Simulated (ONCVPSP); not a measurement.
## Ba, ONCV: configuration errors across variants

ONCVPSP 4.0.1 input, shortened (lines: element, Z, core and valence counts, functional; n l f; lmax; l rc ep ncon nbas qcut; lloc lpopt rc5 dvloc0; l nproj debl; icmod fcfact rcfact), PBE, scalar-relativistic:

```
  Ba 56.00    9    3        4      upf
    1    0    2.00
    2    0    2.00
    2    1    6.00
    3    0    2.00
    3    1    6.00
    3    2   10.00
    4    0    2.00
    4    1    6.00
    4    2   10.00
    5    0    2.00
    5    1    6.00
    6    0    2.00
    2
    0    2.25    0.00    4    7    4.20
    1    2.20    0.00    4    8    4.40
    2    1.85    0.19    4    8    5.00
    4    2    1.20    6.00
    0    2    0.90
    1    2    2.60
    2    1    0.60
    0    0.00    0.00
```

In the d channel the program set the typed energies aside and used 0.050 Ha.

All-electron excitation energies from the reference (eV): (1) 5s2 5p6 6s1 5.362; (2) 5s2 5p6 6s0 15.344; (3) 5s2 5p6 6s1.5 2.136; (4) 5s2 5p6 6s1 6p1 2.029.

1 further variants failed, have other tests or too few solved ones, and are left out.

A true bound ghost makes a file unfit for plane-wave use even where its test errors are small: the radial tests pick states by their node count and pass the ghost by.

Errors AE − PS in meV (a dash: test not solved or not reliable):

```tsv
change	(1)	(2)	(3)	(4)	bound ghosts	GHOST(+) flags above zero
base	-0.6	-1.4	-0.2	+0.6	none	s
all radii scaled by about 0.92 (s 2.06, p 2.02, d 1.70 bohr); local potential polynomial inside 1.10 bohr (lpopt 2, dvloc0 6 Ha)	-0.5	-1.2	-0.2	+0.5	none	s
all radii scaled by about 1.12 (s 2.52, p 2.46, d 2.08 bohr); local potential polynomial inside 1.34 bohr (lpopt 2, dvloc0 6 Ha)	-0.6	-1.9	-0.2	+0.8	none	none
all radii scaled by about 1.18 (s 2.66, p 2.60, d 2.20 bohr); local potential polynomial inside 1.42 bohr (lpopt 2, dvloc0 6 Ha)	-0.7	-2.1	-0.2	+0.8	none	none
```

**Question.** Give the same row for: all radii scaled by about 1.27 (s 2.86, p 2.80, d 2.36 bohr); local potential polynomial inside 1.52 bohr (lpopt 2, dvloc0 6 Ha).

**Answer.** -0.4, -1.1, -0.2, –; bound ghosts: p; GHOST(+) flags above zero: s.
